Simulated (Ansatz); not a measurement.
Input for Ansatz (an electronic-structure program): R-B3LYP/def2-TZVPPD on AsH7OSi (a complex), monomers drawn apart or pushed together. Files ending in .json are basis or fitting sets from the Basis Set Exchange.

Ansatz 0.2 input:
```yaml
crystal:
  periodic: [false, false, false]
  atoms:
    - {symbol: As, position_ang: [-0.09349047, 0.05961392, 0.40917591]}
    - {symbol: H, position_ang: [-0.22659116, 0.08116487, -1.11311202]}
    - {symbol: H, position_ang: [-0.25723942, -1.45187726, 0.46913624]}
    - {symbol: H, position_ang: [1.42486738, -0.04103526, 0.33434219]}
    - {symbol: O, position_ang: [0.98236823, -0.97221313, 6.01859995]}
    - {symbol: Si, position_ang: [-0.02618273, 0.01978854, 6.88075585]}
    - {symbol: H, position_ang: [1.92578321, -0.92371699, 6.19000338]}
    - {symbol: H, position_ang: [0.11001775, -0.22246103, 8.33891413]}
    - {symbol: H, position_ang: [-1.39258003, -0.31421364, 6.43827853]}
    - {symbol: H, position_ang: [0.26153055, 1.45081451, 6.62104590]}
basis:
  gaussian:
    orbitals: def2-TZVPPD.json
hamiltonian:
  xc: {name: B3LYP}
scf: {lower_state_search: off}
```

The log:

```
Functional definition: B3LYP
[...]
these checks for a lower state are left out or cut short: stability, starts, cluster_reference, orbital_swaps, neighbouring_geometries, increment
integrals: 0.18 GiB planned
1344 factors; their error is unknown
mean field: 1.48 GiB planned
mean field evaluation 1: about -70878.5483 eV, gradient 5.7e1 eV
mean field evaluation 2: about -70864.4068 eV, gradient 1.0e2 eV
mean field evaluation 4: about -70883.8089 eV, gradient 2.0e0 eV
mean field evaluation 8: about -70883.8125 eV, gradient 3.5e-2 eV
mean field evaluation 16: about -70884.0174 eV, gradient 2.9e-5 eV
mean field -70884.01744566 eV, -2604.9395942152 hartree, gradient 1.3e-6 eV, S^2 0.000000; 0 other end points of the search recorded, 0 dependent functions left out
reference -70884.01780369 eV, -2604.9396073727 hartree; 31, 31 occupied and 230, 230 virtual orbitals, 1344 factors
Total energy: -70884.01780369 eV, -2604.9396073727 hartree
Checks for a lower state left out: stability, starts, cluster_reference, orbital_swaps, neighbouring_geometries, increment
```

The calculation finished and met its thresholds.

Cost: roughly 6 core-seconds.
